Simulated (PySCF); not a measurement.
[(E)-2-germylethenyl]germane (C2H8Ge2), SMILES [GeH3]/[CH]=[CH]/[GeH3]. Geometry optimised at PBE0-D3(BJ)/def2-SVP.

Calculation: PBE0-D3(BJ)/def2-SVP (PySCF).

Harmonic wavenumbers (cm⁻¹): 91, 123, 138, 147, 187, 489, 495, 586, 600, 652, 760, 781, 826, 846, 881, 885, 894, 895, 1037, 1175, 1291, 1658, 2149, 2149, 2150, 2154, 2161, 2162, 3142, 3146. Rotational constants (GHz): 22.95, 0.5701, 0.5641; symmetry number 2.

### Question
Work out the zero-point energy and the ideal-gas rigid-rotor harmonic-oscillator thermochemistry at 298.15 K and 1 atm.

### Answer
ZPE = ½ Σ hcν = ½ × 34649 cm⁻¹ = 49.53 kcal/mol. H − E(el) = 54.96 kcal/mol. Entropy in cal/(mol K): translation 41.43, rotation 26.79, vibration 18.71, total 86.93. G − E(el) = 29.04 kcal/mol. Cp = 28.51 cal/(mol K). Modes under 150 cm⁻¹ make the vibrational entropy uncertain.
